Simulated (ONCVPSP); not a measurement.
Plane-wave convergence, ONCV potential for fluorine (F)

| Property | Result |
| --- | --- |
| Element | fluorine (F) |
| Generator | ONCVPSP 4.0.1 |
| Type | optimised norm-conserving Vanderbilt (ONCV) |
| Functional | PBE |
| Relativity | scalar-relativistic |
| Frozen core | [He] |
| Valence charge | 7 |
| Reference configuration | 2s2 2p5 |
| Partial waves | 2s: rc 0.75 bohr, ncon 4, nbas 8, qcut 10.5 1/bohr, local; 2p: rc 0.90 bohr, ncon 4, nbas 8, qcut 9.4 1/bohr, 2 projectors, debl 2.1 Ha; d scattering state at 0.05 Ha: rc 0.75 bohr, ncon 3, nbas 7, qcut 14.6 1/bohr, 3 projectors, debl 1.7 Ha |
| Local potential | the s channel |
| Core correction | none |

**Question.** For each optimised wave give the share of its norm inside rc, the residual kinetic energy above qcut (Ha) and the cutoffs (Ha) for errors of 10, 1, 0.1 and 0.01 mHa per electron.

**Answer.**

```csv
wave,norm inside rc,residual KE,10 mHa,1 mHa,0.1 mHa,0.01 mHa
2s,0.325,5.3e-04,36.5,51.0,162.2,302.4
2p,0.455,5.4e-03,40.2,136.6,248.7,326.7
p projector 2,0.064,2.1e-03,35.0,48.5,97.5,241.2
d projector 1,0.000,1.2e-11,0.0,0.1,0.3,1.1
d projector 2,0.007,1.6e-07,10.9,26.9,50.2,73.7
d projector 3,0.018,6.6e-07,18.7,39.0,63.7,85.8
```

The occupied waves need 137 Ha and 249 Ha for 1 and 0.1 mHa. Rows with under 1 % of the norm inside rc give no meaningful cutoff.
